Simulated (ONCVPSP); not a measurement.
Lu: excitation energies, all-electron against ONCV

```
Element                 : lutetium (Lu)
Generator               : ONCVPSP 4.0.1
Type                    : optimised norm-conserving Vanderbilt (ONCV)
Functional              : PBE
Relativity              : scalar-relativistic
Frozen core             : [Kr] 4d10
Valence charge          : 25
Reference configuration : 4f13.5 5s2 5p6 5d1.5 6s2
Partial waves           : 5s+6s: rc 2.05 bohr, ncon 3, nbas 6, qcut 6.1 1/bohr, 2 projectors; 5p: rc 1.35 bohr, ncon 4, nbas 9, qcut 5.3 1/bohr, 2 projectors, debl 1.9 Ha; 5d: rc 2.90 bohr, ncon 3, nbas 8, qcut 6.5 1/bohr, 2 projectors, debl 1.7 Ha; 4f: rc 0.90 bohr, ncon 4, nbas 9, qcut 20.2 1/bohr, 1 projector
Local potential         : polynomial inside 0.75 bohr (lpopt 5, dvloc0 0 Ha)
Core correction         : Teter function fitted to the true core (icmod 2), fcfact 0.7
```

Energies are relative to the spin-unpolarised reference configuration 4f13.5 5s2 5p6 5d1.5 6s2; without spin polarisation the order of configurations can differ from experiment.

| valence configuration | charge | ΔE all-electron (eV) | error AE − PS (meV) |
| --- | --- | --- | --- |
| 4f14 5s2 5p6 5d1 6s2 | 0 | -4.699 | -52 |
| 4f14 5s2 5p6 5d1 6s0 | +2 | 15.946 | -17 |

What are ΔE and the potential's error for 4f13 5s2 5p6 5d2 6s2?

ΔE = 6.226 eV all-electron; the error (AE − PS) is -8.4 meV.

What are ΔE and the potential's error for 4f14 5s2 5p6 5d1 6s1?

ΔE = 2.667 eV all-electron; the error (AE − PS) is -36 meV.

Note: ghosts flagged at negative energy: s at -354.0 eV, d at -133.9 eV; GHOST(+) flagged for p at 3.6 eV. A true bound ghost makes a file unfit for plane-wave use.
